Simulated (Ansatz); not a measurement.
Two members of one family (Series (H2GaX)2), computed with Ansatz in the gas phase. The two geometries come from different levels. Binding counts from free atoms in the multiplicity of their measured ground term, without zero-point energy. A dash marks a value that wasn't run or was left out as unsound. The structures are stationary points that may keep the symmetry of their start. Remarks come from the PBE and PBE0 runs and from stability tests at other levels; not every state was tested. HOMO above LUMO (over both spins in singlets and doublets, within one spin in higher multiplets; at PBE or PBE0), or a gap under 0.15 eV within one spin, warns that the state may not be the lowest or that an electron is smeared out.

First: (H2Ga-mu-H)2 (singlet, charge 0, PBE0-D4/def2-TZVP geometry).

```csv
atom,x (Å),y (Å),z (Å)
Ga1,1.217,-0.269,-0.343
H2,1.398,-0.630,-1.845
H3,2.261,-0.185,0.805
H4,0.185,1.144,-0.245
Ga5,-1.217,0.270,0.344
H6,-1.415,0.632,1.843
H7,-2.249,0.182,-0.816
H8,-0.181,-1.143,0.257
```

| level | HOMO (eV) | LUMO (eV) | gap (eV) | vertical IE (eV) | vertical triplet (eV) | binding per atom (eV) |
| --- | --- | --- | --- | --- | --- | --- |
| LDA (SPW92)/def2-TZVP | -7.48 | -2.24 | 5.24 | – | – | 2.56 |
| PBE-D4/def2-SVP | -7.41 | -1.95 | 5.46 | – | – | 2.23 |
| r2SCAN-D4/def2-TZVP | -7.78 | -1.69 | 6.09 | 10.49 | 5.63 | 2.32 |
| PBE0-D4/def2-TZVP | -8.69 | -1.18 | 7.50 | 10.73 | 5.99 | 2.25 |
| r2SCAN0-D4/def2-TZVP | -8.90 | -1.02 | 7.89 | – | – | 2.31 |

Remarks: gap within one spin near zero at PBE or PBE0 (triplet).

Second: (H2Ga-mu-F)2 (singlet, charge 0, PBE0-D4/def2-SVP geometry).

```xyz
8

Ga   -0.7237   -0.2440   -1.2932
H    -2.1958    0.2499   -1.2493
H     0.1760   -0.9299   -2.3589
F     0.3613    1.1072   -0.4114
Ga    0.7235    0.2441    1.2934
H     2.1967   -0.2479    1.2551
H    -0.1806    0.9300    2.3557
F    -0.3574   -1.1093    0.4087
```

Question: Estimate how these quantities change from the first to the second (second minus first).

Answer: 
```json
{"level": "LDA (SPW92)/def2-TZVP", "Δ HOMO (eV)": "0.01", "Δ LUMO (eV)": "0.34", "Δ gap (eV)": "0.33", "Δ vertical IE (eV)": "–", "Δ vertical triplet (eV)": "–", "Δ binding per atom (eV)": "0.76"}
{"level": "PBE-D4/def2-SVP", "Δ HOMO (eV)": "0.08", "Δ LUMO (eV)": "0.50", "Δ gap (eV)": "0.43", "Δ vertical IE (eV)": "–", "Δ vertical triplet (eV)": "–", "Δ binding per atom (eV)": "0.71"}
{"level": "r2SCAN-D4/def2-TZVP", "Δ HOMO (eV)": "0.00", "Δ LUMO (eV)": "0.47", "Δ gap (eV)": "0.47", "Δ vertical IE (eV)": "-0.05", "Δ vertical triplet (eV)": "0.45", "Δ binding per atom (eV)": "0.63"}
{"level": "PBE0-D4/def2-TZVP", "Δ HOMO (eV)": "-0.07", "Δ LUMO (eV)": "0.39", "Δ gap (eV)": "0.47", "Δ vertical IE (eV)": "0.03", "Δ vertical triplet (eV)": "0.47", "Δ binding per atom (eV)": "0.60"}
{"level": "r2SCAN0-D4/def2-TZVP", "Δ HOMO (eV)": "-0.09", "Δ LUMO (eV)": "0.48", "Δ gap (eV)": "0.57", "Δ vertical IE (eV)": "–", "Δ vertical triplet (eV)": "–", "Δ binding per atom (eV)": "0.58"}
```
